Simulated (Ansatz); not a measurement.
Spectroscopic constants of AlZn, multiplicity 2 (the spin of the measured ground state). No spin–orbit coupling. Zn is treated without relativity.

D_e counts from the fitted minimum to each atom's lowest state at the same level, without counterpoise.

The values were computed with Ansatz (a quantum-chemistry and plane-wave program). Values without a source in brackets are computed.

Problem. One of these levels gives 10.16 kcal/mol for the bond energy D_e. Name it.
A) B3LYP/def2-TZVPP
B) PBE/def2-TZVPP
C) BHLYP/def2-TZVPP
D) B97M-V/def2-TZVPP

Solution. D, B97M-V/def2-TZVPP. The others give 11.59 (PBE/def2-TZVPP), 6.02 (B3LYP/def2-TZVPP), 3.95 (BHLYP/def2-TZVPP)
